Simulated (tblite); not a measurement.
C₆H₈NS (doublet state).
Atom-mapped SMILES: `[CH2:1]=[C:2][C@@H:3]([CH:4]=[CH2:5])[C:6]([NH2:7])=[S:8]` (hydrogens: H9, H10 on C1; H11 on C3; H12 on C4; H13, H14 on C5; H15, H16 on N7)

Computed geometry: GFN2-xTB, gas phase. This method treats the open shell by occupation alone, without spin polarisation.

Question: List the bond lengths, angles and torsions at this level.

Answer: 
```csv
bond,length (bohr)
C1=C2,2.444
C2–C3,2.755
C3–C4,2.845
C4=C5,2.493
C3–C6,2.882
C6–N7,2.534
C6=S8,3.092
C1–H9,2.064
C1–H10,2.042
C3–H11,2.068
C4–H12,2.045
C5–H13,2.035
C5–H14,2.036
N7–H15,1.902
N7–H16,1.901
```

A selection of angles:
```csv
angle,degrees
C1–C2–C3,144.4
C2–C3–C4,112.3
C2–C3–C6,106.8
C4–C3–C6,110.9
C3–C4–C5,123.4
C3–C6–N7,116.9
C3–C6–S8,121.0
N7–C6–S8,122.1
H15–N7–C6,118.9
H16–N7–C6,121.4
```

Torsions: C1–C2–C3–C4 -125° (anticlinal); C2–C3–C4–C5 -127° (anticlinal); C2–C3–C6–N7 -66° (synclinal).

Of the pairs four or more bonds apart, C4···H16 is among the closest relative to their van der Waals radii: 2.76 Å, 95 % of the sum of Bondi's values. C2 (carbon bonded to 2 C) is bent (angle 144.4°). The C–C distances run from 1.294 Å (C1=C2, drawn double) to 1.525 Å (C3–C6, drawn single), a spread of 0.231 Å. N7 (nitrogen bonded to C and 2 H) is planar (angles 121.4°, 119.1° and 118.9°, sum 359.5°, 0.05 Å off the plane of its three neighbours). C1 (carbon bonded to C and 2 H) is planar (angles 125.0°, 121.1° and 113.9°, sum 360.0°, 0.01 Å off the plane of its three neighbours). C5 (carbon bonded to C and 2 H) is planar (angles 121.9°, 121.8° and 116.4°, sum 360.0°, 0.00 Å off the plane of its three neighbours). C6 (carbon bonded to C, N and S) is planar (angles 122.1°, 121.0° and 116.9°, sum 359.9°, 0.03 Å off the plane of its three neighbours).

Point group: C1 (no symmetry element, even within 0.4 Å). Its GFN2-xTB frequencies are all real (lowest 31 cm⁻¹). Torsions: C1–C2–C3–C4 -125°, C2–C3–C4–C5 -127°, C2–C3–C6–N7 -66°, C3–C6–N7–H 173° and 2°. 3 starts were optimised and ended at 0.00, 0.04 and 0.71 kcal/mol (GFN2-xTB); the lowest of these is shown.

One conformer stands for the species.
